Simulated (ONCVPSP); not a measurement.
PBE ONCV dataset for Sb, scalar-relativistic all-electron reference.

ONCVPSP 4.0.1 was run on this input:

```
# ATOM AND REFERENCE CONFIGURATION
# atsym  z   nc   nv     iexc    psfile
  Sb 51.00    8    3        4      upf
#
#   n    l    f
    1    0    2.00
    2    0    2.00
    2    1    6.00
    3    0    2.00
    3    1    6.00
    3    2   10.00
    4    0    2.00
    4    1    6.00
    4    2   10.00
    5    0    2.00
    5    1    1.50
#
# PSEUDOPOTENTIAL AND OPTIMIZATION
# lmax
    2
#
#   l,   rc,      ep,       ncon, nbas, qcut
    0    1.65    0.00    5    8    3.10
    1    2.05    0.00    4    7    4.60
    2    1.30    0.00    3    7    9.80
#
# LOCAL POTENTIAL
# lloc, lpopt,  rc(5),   dvloc0
    4    5    1.10    6.00
#
# VANDERBILT-KLEINMAN-BYLANDER PROJECTORs
# l, nproj, debl
    0    2    1.50
    1    2    2.40
    2    2    0.60
#
# MODEL CORE CHARGE
# icmod, fcfact, rcfact
    1    0.65    0.00
#
# LOG DERIVATIVE ANALYSIS
# epsh1, epsh2, depsh
   -3.00    5.00    0.02
#
# OUTPUT GRID
# rlmax, drl
    6.00    0.01
#
# TEST CONFIGURATIONS
# ncnf
    4
# nvcnf
#   n    l    f
    3
    4    2   10.00
    5    0    2.00
    5    1    3.00
#
    3
    4    2   10.00
    5    0    2.00
    5    1    2.00
#
    3
    4    2   10.00
    5    0    2.00
    5    1    1.00
#
    3
    4    2    9.00
    5    0    2.00
    5    1    3.00
#
```

Command:

```bash
oncvpsp.x < Sb.dat > Sb.out
```

The program printed (shortened: citation, most of the input echo, consistency checks and plot data are left out):

```
ONCVPSP  (Optimized Norm-Conservinng Vanderbilt PSeudopotential)
scalar-relativistic version 4.0.1

#   n    l    f        energy (Ha)
    1    0    2.00    -1.1142135E+03
    2    0    2.00    -1.6996782E+02
    2    1    6.00    -1.5263531E+02
    3    0    2.00    -3.3718087E+01
    3    1    6.00    -2.8068572E+01
    3    2   10.00    -1.9449739E+01
    4    0    2.00    -5.9595056E+00
    4    1    6.00    -4.2303629E+00
    4    2   10.00    -1.7193424E+00
    5    0    2.00    -9.1604699E-01
    5    1    1.50    -5.8578496E-01

Reference configufation results
  iterations    25
  all-electron total energy (Ha)   -6.48088891D+03

Begin loop to  construct optimized pseudo wave functions
and semi-local pseudopoentials for all angular momenta

   Wellstate for l =  0  n =  6
     eigenvalue =   0.5840
     asymptotic potential =   1.0840
     half-point radius =  2.8126

Calculating optimized projector #   1

 for l=   0

    Fraction of norm inside rc  0.253656
    Optimizing pswf for qcut=   3.09 a_B^-1,  ecut=   4.77 Ha
    Residual kinetic energy error=  2.68D-02 Ha

    Energy error per electron        Cutoff
         Ha          eV             Ha
         0.01000     0.27211       26.65
         0.00100     0.02721       55.92
         0.00010     0.00272       64.74
         0.00001     0.00027       76.56

Calculating optimized projector #   2

 for l=   0

    Fraction of norm inside rc  0.114831
    Optimizing pswf for qcut=   3.09 a_B^-1,  ecut=   4.77 Ha
    Residual kinetic energy error=  3.95D-02 Ha

    Energy error per electron        Cutoff
         Ha          eV             Ha
         0.01000     0.27211        6.05
         0.00100     0.02721       14.68
         0.00010     0.00272       74.61
         0.00001     0.00027       87.13

   Wellstate for l =  1  n =  7
     eigenvalue =   1.8142
     asymptotic potential =   2.3142
     half-point radius =  3.8486

Calculating optimized projector #   1

 for l=   1

    Fraction of norm inside rc  0.294544
    Optimizing pswf for qcut=   4.59 a_B^-1,  ecut=  10.55 Ha
    Residual kinetic energy error=  1.59D-05 Ha

    Energy error per electron        Cutoff
         Ha          eV             Ha
         0.01000     0.27211        4.13
         0.00100     0.02721        7.08
         0.00010     0.00272        9.01
         0.00001     0.00027       13.08

Calculating optimized projector #   2

 for l=   1

    Fraction of norm inside rc  0.102561
    Optimizing pswf for qcut=   4.59 a_B^-1,  ecut=  10.55 Ha
    Residual kinetic energy error=  2.12D-03 Ha

    Energy error per electron        Cutoff
         Ha          eV             Ha
         0.01000     0.27211        6.95
         0.00100     0.02721       26.05
         0.00010     0.00272       47.05
         0.00001     0.00027       55.72

WARNING wellstate: negative energy specified for n= 5 l=  2
WARNING scattering state with energy  0.25000000
WARNING will be used for the first projector

   Wellstate for l =  2  n =  5
     eigenvalue =   0.2500
     asymptotic potential =   0.7500
     half-point radius =  2.5833

Calculating optimized projector #   1

 for l=   2

    Fraction of norm inside rc  0.779256
    Optimizing pswf for qcut=   9.81 a_B^-1,  ecut=  48.14 Ha
    Residual kinetic energy error=  3.21D-05 Ha

    Energy error per electron        Cutoff
         Ha          eV             Ha
         0.01000     0.27211       33.00
         0.00100     0.02721       39.89
         0.00010     0.00272       45.46
         0.00001     0.00027       86.66

Calculating optimized projector #   2

 for l=   2

    Fraction of norm inside rc  0.069796
    Optimizing pswf for qcut=   9.81 a_B^-1,  ecut=  48.14 Ha
    Residual kinetic energy error=  1.50D-05 Ha

    Energy error per electron        Cutoff
         Ha          eV             Ha
         0.01000     0.27211       28.86
         0.00100     0.02721       37.22
         0.00010     0.00272       43.49
         0.00001     0.00027       49.56

Construct Vanderbilt / Kleinmman-Bylander projectors

B matrix Hermiticity error, ll=   0
   1   2    1.1186E-04

  Orthonormal projector coefficients -5.4097E+01  6.1782E+00

B matrix Hermiticity error, ll=   1
   1   2   -1.4046E-04

  Orthonormal projector coefficients  6.4855E+00  9.0974E-01

B matrix Hermiticity error, ll=   2
   1   2    3.0310E-04

  Orthonormal projector coefficients -4.0209E+00 -9.8703E-01

Model core correction analysis
  based on d2Exc/dn_idn_j

d2excae - all-electron derivatives

   -2.375472D-02   -6.243414D-03   -3.035148D-03
   -6.856064D-03   -1.445934D-02   -7.955520D-03
   -3.687204D-03   -9.209271D-03   -5.320352D-03

d2excps - pseudofunction derivatives with no core correction

   -3.762668D-02   -7.717237D-03   -3.463086D-03
   -8.383577D-03   -1.563488D-02   -8.762317D-03
   -4.172467D-03   -1.012722D-02   -5.836288D-03

rms 2nd derivative error    4.719900E-03

Polynomial model core charge

d2excps - pseudofunction derivatives with core correction

   -2.429515D-02   -6.586630D-03   -3.136932D-03
   -7.199166D-03   -1.429935D-02   -8.084391D-03
   -3.788882D-03   -9.338196D-03   -5.412783D-03

rms 2nd derivative error    2.615446E-04

Pseudoatom total energy  -80.899080

Diagnostic tests using Vanderbilt-Kleinman-Bylander pseudopotentials
  1 or more projectors used as specified by nproj input data

   l    rcore       rmatch      e in        delta e   norm test  slope test

   0   1.6540058   1.7042250  -0.9160470  -0.0000002   1.0000552   1.0000324
run_diag: lschvkbbe ERROR   2   1   0  60  5.83953017E-01  4.96872220E-01
   0   1.6540058   1.7042250   0.5839530  -0.0870808   0.9702834   1.0750563

   1   2.0514661   2.1137530  -0.5857850   0.0000004   1.0000266   1.0000001
   1   2.0514661   2.1137530   1.8142150  -0.0000001   1.0005264   1.0005264

   2   1.3020205   1.3415526  -1.7193424  -0.0000818   1.0001794   1.0001642
   2   1.3020205   1.3415526   0.2500000  -0.0000049   1.0004095   1.0004095

 Testing for bound ghosts
   n   l    E NL Schr. Eq   E Basis Diag.   E Cutoff

       0                      -29.812111     94.97  WARNING - GHOST(-)
       0                       -4.169723     94.97  WARNING - GHOST(-)
   1   0       -0.916047       -0.910714     94.97

   2   1       -0.585785       -0.582259     52.37

   3   2       -1.719424       -1.719032    152.63

 Testing for highly-localized positive-energy ghosts
       l    <radius>/rc     E Basis Diag.   E Cutoff

       0        0.389962       20.647123     94.97  WARNING - GHOST(+)

       1        0.356075        2.351686     52.37  WARNING - GHOST(+)

Test configuration 0

   n   l     f        eae           eps        diff
   1   0  2.0000-1114.21352387
   2   0  2.0000 -169.96782146
   2   1  6.0000 -152.63530989
   3   0  2.0000  -33.71808744
   3   1  6.0000  -28.06857151
   3   2 10.0000  -19.44973925
   4   0  2.0000   -5.95950563
   4   1  6.0000   -4.23036287
   4   2 10.0000   -1.71934241   -1.71942426   -8.18D-05
   5   0  2.0000   -0.91604699   -0.91604721   -2.17D-07
   5   1  1.5000   -0.58578496   -0.58578459    3.73D-07

    Total energies and differences
      AE_ref= -6.48088891D+03  AE_tst= -6.48088891D+03  dif=  0.00D+00
      PS_ref= -8.08990802D+01  PS_tst= -8.08990802D+01  dif= -3.41D-13
      PSP excitation error=  3.41D-13

Test configuration 1

   n   l     f        eae           eps        diff
   1   0  2.0000-1113.71769235
   2   0  2.0000 -169.47480926
   2   1  6.0000 -152.14197159
   3   0  2.0000  -33.22614957
   3   1  6.0000  -27.57660970
   3   2 10.0000  -18.95781436
   4   0  2.0000   -5.46955942
   4   1  6.0000   -3.74060781
   4   2 10.0000   -1.23138386   -1.23468113   -3.30D-03
   5   0  2.0000   -0.47152657   -0.47162894   -1.02D-04
   5   1  3.0000   -0.17742736   -0.17742029    7.06D-06

    Total energies and differences
      AE_ref= -6.48088891D+03  AE_tst= -6.48145081D+03  dif= -5.62D-01
      PS_ref= -8.08990802D+01  PS_tst= -8.14611019D+01  dif= -5.62D-01
      PSP excitation error=  1.19D-04

Test configuration 2

   n   l     f        eae           eps        diff
   1   0  2.0000-1114.03413789
   2   0  2.0000 -169.78975401
   2   1  6.0000 -152.45709383
   3   0  2.0000  -33.54052377
   3   1  6.0000  -27.89099726
   3   2 10.0000  -19.27218047
   4   0  2.0000   -5.78291286
   4   1  6.0000   -4.05387737
   4   2 10.0000   -1.54373569   -1.54518626   -1.45D-03
   5   0  2.0000   -0.75847059   -0.75849851   -2.79D-05
   5   1  2.0000   -0.44074538   -0.44072907    1.63D-05

    Total energies and differences
      AE_ref= -6.48088891D+03  AE_tst= -6.48114516D+03  dif= -2.56D-01
      PS_ref= -8.08990802D+01  PS_tst= -8.11553875D+01  dif= -2.56D-01
      PSP excitation error=  5.89D-05

Test configuration 3

   n   l     f        eae           eps        diff
   1   0  2.0000-1114.40503870
   2   0  2.0000 -170.15759820
   2   1  6.0000 -152.82527887
   3   0  2.0000  -33.90719696
   3   1  6.0000  -28.25769439
   3   2 10.0000  -19.63884373
   4   0  2.0000   -6.14729266
   4   1  6.0000   -4.41798677
   4   2 10.0000   -1.90576267   -1.90418429    1.58D-03
   5   0  2.0000   -1.08105357   -1.08104249    1.11D-05
   5   1  1.0000   -0.73798249   -0.73802368   -4.12D-05

    Total energies and differences
      AE_ref= -6.48088891D+03  AE_tst= -6.48055833D+03  dif=  3.31D-01
      PS_ref= -8.08990802D+01  PS_tst= -8.05684074D+01  dif=  3.31D-01
      PSP excitation error= -9.21D-05

Test configuration 4

   n   l     f        eae           eps        diff
   1   0  2.0000-1114.35116474
   2   0  2.0000 -170.12388442
   2   1  6.0000 -152.79033189
   3   0  2.0000  -33.86109738
   3   1  6.0000  -28.21160516
   3   2 10.0000  -19.59552251
   4   0  2.0000   -6.05863800
   4   1  6.0000   -4.31814509
   4   2  9.0000   -1.77682991   -1.80086303   -2.40D-02
   5   0  2.0000   -0.84144079   -0.84202111   -5.80D-04
   5   1  3.0000   -0.49629408   -0.49381231    2.48D-03

    Total energies and differences
      AE_ref= -6.48088891D+03  AE_tst= -6.47995382D+03  dif=  9.35D-01
      PS_ref= -8.08990802D+01  PS_tst= -7.99503432D+01  dif=  9.49D-01
      PSP excitation error= -1.37D-02
```

Note: ghosts flagged at negative energy: s at -811.2 eV, s at -113.5 eV; GHOST(+) flagged for p at 64.0 eV, s at 561.8 eV. A true bound ghost makes a file unfit for plane-wave use.

The run took about 6 s on one core of a shared server CPU.
